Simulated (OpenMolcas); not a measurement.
Pd2+: moving the ligands

Pd2+ with 6 ligands (ammonia) in octahedral coordination (S6) at 2.28 Å. Ligand basis ANO-RCC-VDZP.

```
Program             : OpenMolcas 26.06
Method              : CASSCF
Basis               : ANO-RCC-VDZP [6s5p3d1f]
Scalar Hamiltonian  : DKH2, point nucleus
Active space        : 8 electrons in 5 orbitals (4d)
State averaging     : 2S+1 = 3 even, 10 roots; 2S+1 = 1 even, 15 roots
Spin-orbit coupling : state interaction with AMFI integrals over the reference wave functions
```

Runs around this geometry, states. Energies in cm-1 above the lowest state or level, χT in cm3 K/mol.

```
R (Å)  Ground state  First state of that spin  First gap with spin-orbit (degeneracies)  χT at 300 K  First state of another spin
 2.19      2S+1 = 3                     20300                                0.4 (2, 1)        1.241              2S+1 = 1: 12457
 2.28      2S+1 = 3                     16120                                0.4 (2, 1)        1.318              2S+1 = 1: 12637
 2.38      2S+1 = 3                     12520                                0.4 (2, 1)        1.424              2S+1 = 1: 12783
```

Without dynamic correlation the repulsion within the d shell is too large (B by tens of per cent), so at a given field states of lower spin stand too high. Real 4d8 and 5d8 ions are as a rule square planar and diamagnetic. With metal d orbitals alone the field can be off either way by tens of per cent. Ligand-to-metal charge-transfer states are missing. With no ligand orbital active B as a rule stays too high, so bands that hang on it stand too high and its fall with covalency is understated. The least metal-like active orbital is 81 % on the metal (Löwdin) and no ligand orbital is active, so the numbers are rough (holds for R = 2.19). The least metal-like active orbital is 84 % on the metal (Löwdin) and no ligand orbital is active, so the numbers are rough (holds for R = 2.28). No measured value stands beside these numbers; the geometry was imposed, not optimised, and the real ion may take another.

A state without a sure symmetry label is named by its multiplicity alone.
